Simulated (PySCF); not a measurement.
**Spin-rotation constants: `O=C(O)[C@]1(F)C/C1=C\Br`, C5H4BrFO2**

Geometry:
```csv
atom,x (Å),y (Å),z (Å)
O1,1.517,1.455,0.533
C2,1.544,0.279,0.280
O3,2.570,-0.520,0.547
C4,0.407,-0.441,-0.369
F5,0.671,-1.741,-0.685
C6,-0.527,0.337,-1.285
C7,-0.980,-0.102,0.028
C8,-1.900,-0.222,0.947
Br9,-3.635,0.507,0.729
H10,3.293,-0.024,0.963
H11,-0.299,1.384,-1.435
H12,-0.904,-0.179,-2.158
H13,-1.763,-0.732,1.887
```

The calculation used GIAO HF/pcSseg-1 magnetisability, rotational g tensor and spin-rotation constants, non-relativistic, gas phase in PySCF 2.14.0. Geometry: GFN2-xTB.

The calculation is non-relativistic, which matters for the atoms heavier than Zn.

(1) Give the nuclear spin-rotation constants along the inertial axes (H = +C I·J) beside the isotropic shieldings.

## Answers

(1) Rotational constants 2.8579, 0.4503, 0.4248 GHz. A star marks the isotopologue with that one atom substituted, in its own axes.
| atom | isotope | Caa (kHz) | Cbb (kHz) | Ccc (kHz) | mean (kHz) | σ (ppm) |
| --- | --- | --- | --- | --- | --- | --- |
| F5 | 19F | 0.518 | 0.054 | 0.225 | 0.266 | 423.1 |
| Br9 | 79Br | 1.516 | 0.709 | 0.723 | 0.983 | 2292.0 |
| H10 | 1H | -0.102 | -0.005 | -0.049 | -0.052 | 25.1 |
| H11 | 1H | -0.318 | -0.023 | -0.016 | -0.119 | 29.8 |
| H12 | 1H | -0.314 | -0.013 | -0.027 | -0.118 | 29.9 |
| H13 | 1H | -0.294 | -0.046 | 0.037 | -0.101 | 25.0 |
| O1 | 17O* | -1.214 | -0.231 | -0.080 | -0.508 | -63.8 |
| C2 | 13C* | 1.371 | 0.152 | 0.125 | 0.549 | 15.2 |
| O3 | 17O* | -0.389 | -0.140 | -0.059 | -0.196 | 156.0 |
| C4 | 13C* | 0.810 | 0.046 | 0.093 | 0.316 | 127.1 |
| C6 | 13C* | 0.403 | 0.029 | 0.078 | 0.170 | 175.3 |
| C7 | 13C* | 1.202 | 0.044 | 0.176 | 0.474 | 57.4 |
| C8 | 13C* | 0.994 | 0.068 | 0.159 | 0.407 | 69.5 |

For the geometry as given, no vibrational averaging.
